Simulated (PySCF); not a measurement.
**Broadened absorption spectrum of C3H8Si**

C₃H₈Si.
SMILES: `[SiH2]1CCC1`

Method used: TDDFT wB97X-D/def2-SVPD, vertical, gas phase, core orbitals frozen in the response (PySCF). Isolated species at its PBE0-D3(BJ)/def2-SVP geometry, gas phase.

Computed states:

```json
{"state": "S1", "E (eV)": "7.18", "f": "0.020"}
{"state": "S2", "E (eV)": "7.74", "f": "0.0021"}
{"state": "S3", "E (eV)": "7.79", "f": "0.103"}
{"state": "S4", "E (eV)": "8.01", "f": "0.024"}
{"state": "S5", "E (eV)": "8.20", "f": "0.0004"}
{"state": "S6", "E (eV)": "8.34", "f": "0.023"}
{"state": "S7", "E (eV)": "8.48", "f": "0.105"}
{"state": "S8", "E (eV)": "8.64", "f": "0.0045"}
{"state": "S9", "E (eV)": "8.75", "f": "0.058"}
{"state": "S10", "E (eV)": "8.88", "f": "0.051"}
```

Broadening: Gaussians 0.3 eV wide at half height, area fixed by f = 4.319×10⁻⁹ ∫ε dν̃. The cross-section is σ = 3.8235×10⁻²¹ ε cm², given in Mb (10⁻¹⁸ cm²). The width is an assumption, not a result. The curve ends short of the highest state used, and states not computed would add to its high-energy end.

Problem. Give the broadened spectrum and its maxima.

Solution. 
(λ (nm), σ (Mb)): (149.8, 18.62), (151.0, 11.67), (152.2, 9.49), (153.4, 11.33), (154.6, 16.17), (155.7, 22.68), (156.9, 30.77), (158.1, 36.87), (159.3, 37.51), (160.5, 31.77), (161.7, 22.29), (162.9, 13.00), (164.1, 6.40), (165.3, 2.85), (166.5, 1.63), (167.7, 1.90), (168.8, 2.98), (170.0, 4.60), (171.2, 6.11), (172.4, 6.93), (173.6, 6.73), (174.8, 5.64), (176.0, 4.09), (177.2, 2.59), (178.4, 1.44), (179.6, 0.70), (180.8, 0.31), (181.9, 0.13), (183.1, 0.04), (184.3, 0.01)

Maxima: 173 nm (7.18 eV), ε about 1800, made up of S1 (100%); 159 nm (7.81 eV), ε about 10000, made up of S3 (93%) (ε in L mol⁻¹ cm⁻¹; maxima over ε = 5, shares over 10%). At its high-energy end, 8.28 eV, the curve is still rising (ε about 5000, from S6 and S7).

Problem. What would ε be at 7.81 eV, the highest of these maxima, with half the width (0.15 eV)?

Solution. About 18200 L mol⁻¹ cm⁻¹ against 9950, a factor of about 1.8; a lone state at its own centre would give exactly 2.

Problem. Coming from long wavelengths, where does ε first pass 100 L mol⁻¹ cm⁻¹?

Solution. At about 180 nm (6.87 eV), 0.31 eV below S1.

All these states lie below the vertical ionisation energy of 10.01 eV (ΔSCF).
